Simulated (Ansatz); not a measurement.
Relaxation of ClGeH$_{3}$ (5 atoms, charge 0, multiplicity 1), to a largest force component of 0.03 eV/Å in at most 50 steps.

These are results of Ansatz, RKS B3LYP-D4/def2-SVP, not measurements.

```xyz
5
Properties=species:S:1:pos:R:3
Ge -0.793 0.000 0.194
H 1.450 0.000 1.788
Cl 2.525 0.000 0.993
H -0.775 1.152 -0.911
H -0.775 -1.152 -0.911
```

**Question.** Where does it end, and by what steps?

**Answer.** The forces met the threshold. After 8 steps the energy has fallen by 0.200 eV; Cl3 moved furthest, 0.71 Å.

```json
{"step": "0", "energy less start (eV)": "0.0000", "largest force component (eV/Å)": "1.025", "accepted": "yes"}
{"step": "1", "energy less start (eV)": "-0.0522", "largest force component (eV/Å)": "0.765", "accepted": "yes"}
{"step": "2", "energy less start (eV)": "-0.0539", "largest force component (eV/Å)": "1.384", "accepted": "yes"}
{"step": "3", "energy less start (eV)": "-0.1135", "largest force component (eV/Å)": "0.816", "accepted": "yes"}
{"step": "4", "energy less start (eV)": "-0.1903", "largest force component (eV/Å)": "0.200", "accepted": "yes"}
{"step": "5", "energy less start (eV)": "-0.1994", "largest force component (eV/Å)": "0.031", "accepted": "yes"}
{"step": "6", "energy less start (eV)": "-0.1947", "largest force component (eV/Å)": "0.136", "accepted": "no"}
{"step": "7", "energy less start (eV)": "-0.2001", "largest force component (eV/Å)": "0.032", "accepted": "yes"}
{"step": "8", "energy less start (eV)": "-0.2001", "largest force component (eV/Å)": "0.011", "accepted": "yes"}
```

```xyz
5
Properties=species:S:1:pos:R:3
Ge -0.881 0.000 0.193
H 1.757 0.000 2.002
Cl 1.870 0.000 0.714
H -0.558 1.147 -0.877
H -0.558 -1.147 -0.877
```

Run time: 18 s on 1 thread of Arm Neoverse V1, with other jobs on the host, peak memory 0.12 GiB.
